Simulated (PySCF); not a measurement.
The numbers are results of PySCF 2.14.0 with PBE0-D3(BJ)/def2-TZVP, not measurements. Isolated molecules, 0 K electronic values unless said otherwise. One relaxed conformer stands for a flexible species; it need not be the lowest. Excitations are Tamm–Dancoff values on a coarser integration grid. The basis has no diffuse functions, so Rydberg states are missing or too high.

Reference species (SMILES): `B=C=BB` (neutral, multiplicity 1).

```
Property                   Value
----------------------  --------
S1 excitation (TDA)      2.56 eV
S1 oscillator strength     0.000
HOMO                    -7.45 eV
```

Changed species: `B=BB=C`.

Question: Give the shifts of the S1 excitation (TDA), S1 oscillator strength and HOMO.

Answer: the S1 excitation (TDA) falls by 2.21 eV, to 0.35 eV; the S1 oscillator strength stays essentially unchanged; the HOMO increases by 1.32 eV, to -6.13 eV.
